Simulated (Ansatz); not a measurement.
System: HgH, charge 0, multiplicity 2. The spin state was set by rule; other spins were not relaxed. SMILES: [HgH]
Geometry: optimised at B3LYP-D3(BJ)/def2-TZVP (Ansatz, a quantum-chemistry and plane-wave program).

Quantity: atomisation energy (electronic, to ground-state atoms), in eV. Valence correlation only, unless marked. Open shells are spin-unrestricted. No spin-orbit coupling. The frozen core is the preceding noble-gas configuration, with the filled d and f shells of earlier blocks. In def2 rows, elements after Kr have scalar-relativistic effective core potentials. The coupled-cluster limit lacks core correlation, which all-electron functionals hold. CBS(X,Y): correlation extrapolated as X^-3; Hartree-Fock from the larger set.

| level | program | atomisation energy (eV) | minus last row |
|---|---|---|---|
| HF/def2-SVPD | Ansatz | 0.07 | -0.34 |
| revPBE-D3(BJ)/def2-TZVPD | Ansatz + dftd3 | 0.41 | 0.00 |
| r2SCAN-D4/def2-TZVPD | Ansatz + dftd4 | 0.62 | 0.21 |
| PBE0-D3(BJ)/def2-TZVP | Ansatz + dftd3 | 0.46 | 0.05 |
| PBE0/def2-TZVP | Ansatz | 0.45 | 0.04 |
| PBE0/def2-QZVPP | Ansatz | 0.47 | 0.06 |
| HSE06-D4/def2-TZVPD | Ansatz + dftd4 | 0.46 | 0.05 |
| wB97X/def2-TZVPD | Ansatz | 0.38 | -0.03 |
| B2GP-PLYP-D4/def2-TZVPD | Ansatz + dftd4 | 0.35 | -0.06 |
| B2PLYP-D3(BJ)/def2-TZVPD | Ansatz + dftd3 | 0.38 | -0.03 |
| B2PLYP-D4/def2-TZVPD | Ansatz + dftd4 | 0.37 | -0.04 |
| B2PLYP/def2-TZVPD | Ansatz | 0.36 | -0.05 |
| CCSD/def2-SVPD | Ansatz | 0.24 | -0.17 |
| CCSD/CBS(def2-TZVPPD,def2-QZVPPD) | Ansatz | 0.43 | 0.02 |
| CCSD(T)/CBS(def2-TZVPPD,def2-QZVPPD) | Ansatz | 0.41 | 0.00 |
